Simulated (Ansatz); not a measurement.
Ideal-gas functions of C₂H₅NSi, SMILES `CC1=N[SiH2]1` at 298.15 K and 1 bar, from an Ansatz frequency run at PBE0-D4/def2-TZVP.

Molar mass 71.15 g/mol, point group Cs (symmetry number 1), electronic degeneracy 1, moments of inertia 27.76, 122.287, 140.739 u Å². Harmonic wavenumbers (cm⁻¹, unscaled): 140, 307, 314, 571, 573, 656, 659, 739, 960, 989, 1016, 1209, 1383, 1457, 1458, 1682, 2259, 2275, 3049, 3128, 3139.

Use S(trans) = R[1.5 ln M + 2.5 ln T − 1.1517]; rotational temperatures θ = 24.2544 K / I; S(rot) = R[ln(√π/σ · √(T³/θAθBθC)) + 1.5]; for each mode x = 1.438777 ν̃/T, S = R[x/(eˣ − 1) − ln(1 − e⁻ˣ)] and H = RT x/(eˣ − 1); 1 cm⁻¹ = 0.0119627 kJ/mol; R = 8.31446 J/(mol·K).

Task: By hand: the entropy, in J/(mol·K).

Result: Translation 162.0. Rotation: θ = 0.8737, 0.1983, 0.1723 K, giving 102.9. Vibration, mode by mode: 11.73, 5.77, 5.61, 2.10, 2.09, 1.52, 1.50, 1.10, 0.46, 0.41, 0.37, 0.17, 0.08, 0.06, 0.06, 0.02, 0.00, 0.00, 0.00, 0.00, 0.00, in all 33.0. Electronic 0.0. Sum 297.9 J/(mol·K).

Task: By hand: H − E and G − E in kJ/mol, counted from the electronic energy.

Result: Zero-point energy ½ × 27963 × 0.0119627 = 167.3; thermal vibration 6.1; translation, rotation and pV give 4 RT = 9.9. H − E = 183.3 kJ/mol, and G − E = 183.3 − 298.15 × 297.9/1000 = 94.5 kJ/mol.

Vibration gives 11 % of the entropy, 11.7 J/(mol·K) of it from the mode under 150 cm⁻¹: soft modes count most, and the harmonic formula is weakest for them.
